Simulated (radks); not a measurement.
Task: The promethium ion Pm60+, 1s1. Method: non-relativistic Kohn-Sham, exchange-only B88, spin-polarised, spherical densities, point nucleus; computed with a radial shooting solver on a logarithmic mesh with Libxc functionals. Every spin shell is full or empty, so the densities are truly spherical. Functionals are evaluated on that one density, not self-consistently. Rank these exchange functionals by their error against the exact value of the orbitals, and give that value: LDA, B88, PBEsol, RPBE, PW91, AM05, TPSS, SCAN, r2SCAN, MS2, Tao-Mo, TASK.

Result: Exact: -19.0578 hartree. From best to worst, with 100 (|E| - |E exact|)/|E exact| (equal figures are ties): MS2 0.00, TASK 0.00, r2SCAN 0.00, SCAN 0.00, TPSS 0.00, Tao-Mo 0.00, RPBE -0.41, B88 -0.87, PW91 -1.79, PBEsol -6.33, AM05 -11.02, LDA -14.23.
